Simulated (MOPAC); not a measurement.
MOPAC input (PM7):

```
PM7 PRECISE GNORM=0.05 LET XYZ UHF MS=0.5 GEO-OK AUX(PRECISION=9) THREADS=1
BrGe

Ge   -0.00000000 1   -0.00000000 1   -1.22905116 1
Br    0.00000000 1    0.00000000 1    1.12370392 1
```

Output:

```
 *******************************************************************************
 **                                                                           **
 **                              MOPAC v23.2.5                                **
 **                                                                           **
 *******************************************************************************
 ** MOPAC's Digital Object Identifier: https://doi.org/10.5281/zenodo.6511958 **
 **                                                                           **
 ** Please cite the open-source release paper for use of this MOPAC version:  **
 ** J. E. Moussa and J. J. P. Stewart (2026)                                  **
 ** MOPAC: An open-source semiempirical molecular orbital program             **
 ** J. Open Source Softw., 11(119), 8025, https://doi.org/10.21105/joss.08025 **
 *******************************************************************************

                              PM7 CALCULATION RESULTS

 *******************************************************************************
 *  PM7        - The PM7 Hamiltonian to be used
 *  GEO-OK     - OVERRIDE INTERATOMIC DISTANCE AND OTHER SAFETY CHECKS
 *  UHF        - UNRESTRICTED HARTREE-FOCK CALCULATION
 *  MS=        - IN MECI, MAGNETIC COMPONENT OF SPIN =  0.5
 *  LET        - OVERRIDE SOME SAFETY CHECKS
 *  PRECISE    - TIGHTER CRITERIA TO BE USED
 *  XYZ        - CARTESIAN COORDINATE SYSTEM TO BE USED
 *  GNORM      - EXIT WHEN GRADIENT NORM DROPS BELOW 0.050
 *  AUX        - OUTPUT AUXILIARY INFORMATION
 *******************************************************************************
PM7 PRECISE GNORM=0.05 LET XYZ UHF MS=0.5 GEO-OK AUX(PRECISION=9) THREADS=1
 BrGe

   ATOM   CHEMICAL          X               Y               Z
  NUMBER   SYMBOL      (ANGSTROMS)     (ANGSTROMS)     (ANGSTROMS)

     1      Ge         -0.00000000  *  -0.00000000  *  -1.22905116  *
     2      Br          0.00000000  *   0.00000000  *   1.12370392  *

          CARTESIAN COORDINATES

    NO.       ATOM           X           Y           Z

     1        Ge         -0.0000     -0.0000     -1.2291
     2        Br          0.0000      0.0000      1.1237

 General Reference for PM7:
 "Optimization of Parameters for Semiempirical Methods VI: More Modifications to the
 NDDO Approximations and Re-optimization of Parameters", J. J. P. Stewart, J. Mol. Mod., 1:32, 19 (2013)
 https://link.springer.com/article/10.1007/s00894-012-1667-x

           Empirical Formula: Ge Br  =     2 atoms

      MOLECULAR POINT GROUP   :   C*v

          UHF CALCULATION, NO. OF ALPHA ELECTRONS =    6
                           NO. OF BETA  ELECTRONS =    5

          Geometry optimization using EF

          DIAGONAL MATRIX USED AS START HESSIAN

 CYCLE:     1  GRAD.:    20.092 HEAT:  35.74403
 CYCLE:     2  GRAD.:    24.844 HEAT:  36.17175
 CYCLE:     3  GRAD.:     2.809 HEAT:  35.37480
 CYCLE:     4  GRAD.:     0.472 HEAT:  35.36645
 CYCLE:     5  GRAD.:     0.008 HEAT:  35.36622

     GRADIENT =  0.00846 IS LESS THAN CUTOFF =  0.05000

 -------------------------------------------------------------------------------
 PM7 PRECISE GNORM=0.05 LET XYZ UHF MS=0.5 GEO-OK AUX(PRECISION=9) THREADS=1
 BrGe

     GEOMETRY OPTIMISED USING EIGENVECTOR FOLLOWING (EF).
     SCF FIELD WAS ACHIEVED

                              PM7 CALCULATION
                                                       MOPAC v23.2.5 Linux

          FINAL HEAT OF FORMATION =         35.36622 KCAL/MOL =     147.97225 KJ/MOL

          COSMO AREA              =        102.14 SQUARE ANGSTROMS
          COSMO VOLUME            =         90.54 CUBIC ANGSTROMS

          GRADIENT NORM           =          0.00846          =       0.00598 PER ATOM
          IONIZATION POTENTIAL    =          6.983345 EV
          ALPHA SOMO LUMO (EV)    =         -6.983 -1.625
          BETA  SOMO LUMO (EV)    =         -9.779 -1.233
          NO. OF ALPHA ELECTRONS  =          6
          NO. OF BETA  ELECTRONS  =          5
          MOLECULAR WEIGHT        =        152.4940         POINT GROUP:  C*v

          MOLECULAR DIMENSIONS (Angstroms)

            Atom       Atom       Distance
           Br     2   Ge     1     2.40770
           Br     2   Ge     1     0.00000
           Ge     1   Br     2     0.00000

          SCF CALCULATIONS        =          6

   ATOM   CHEMICAL          X               Y               Z
  NUMBER   SYMBOL      (ANGSTROMS)     (ANGSTROMS)     (ANGSTROMS)

     1      Ge          0.00000000  *   0.00000000  *  -1.25652550  *
     2      Br          0.00000000  *   0.00000000  *   1.15117826  *

                             CARTESIAN COORDINATES

   1   Ge        0.000000000     0.000000000    -1.256525505
   2   Br        0.000000000     0.000000000     1.151178265

           Empirical Formula: Ge Br  =     2 atoms

      MOLECULAR POINT GROUP   :   C*v

          ALPHA EIGENVALUES
 -25.40783 -16.71976 -10.10890  -9.87837  -9.86875  -6.98334  -1.62477  -0.19449
 267.05287 267.09505 267.13022 267.53891 267.54037

           BETA EIGENVALUES
 -25.39881 -16.02036  -9.89640  -9.83515  -9.77933  -1.23323  -0.50102   0.14264
 266.92015 266.95298 267.15311 267.62673 267.64567

              NET ATOMIC CHARGES AND DIPOLE CONTRIBUTIONS

  ATOM NO.   TYPE          CHARGE      No. of ELECS.   s-Pop       p-Pop       d-Pop
    1         Ge           0.441902        3.5581     1.96438     1.59371
    2         Br          -0.441902        7.4419     1.93781     5.50258     0.00151
 DIPOLE           X         Y         Z       TOTAL
 POINT-CHG.     0.000     0.000    -5.110     5.110
 HYBRID        -0.000    -0.000     0.708     0.708
 SUM           -0.000    -0.000    -4.403     4.403

          ATOMIC ORBITAL ELECTRON POPULATIONS

     Atom    s        px        py        pz      x^2-y^2     xz        z^2       yz        xy
    1 Ge   1.96438   1.03060   0.08982   0.47329
    2 Br   1.93781   1.96912   1.91003   1.62343   0.00000   0.00027   0.00109   0.00015   0.00000

                    (SZ)    =    0.500000
                    (S**2)  =    0.751588

          ATOMIC ORBITAL SPIN POPULATIONS

    Atom   Total    s     px     py     pz   x^2-y^2  xz     z^2    yz     xy
         Atomic
    1 Ge  1.0040  0.000  0.969  0.008  0.026
    2 Br -0.0040  0.000  0.031 -0.008 -0.027  0.000  0.000  0.000  0.000  0.000

 **********************
 *                    *
 * JOB ENDED NORMALLY *
 *                    *
 **********************

 == MOPAC DONE ==
```

The geometry given is a B3LYP-D3(BJ)/def2-TZVP minimum.
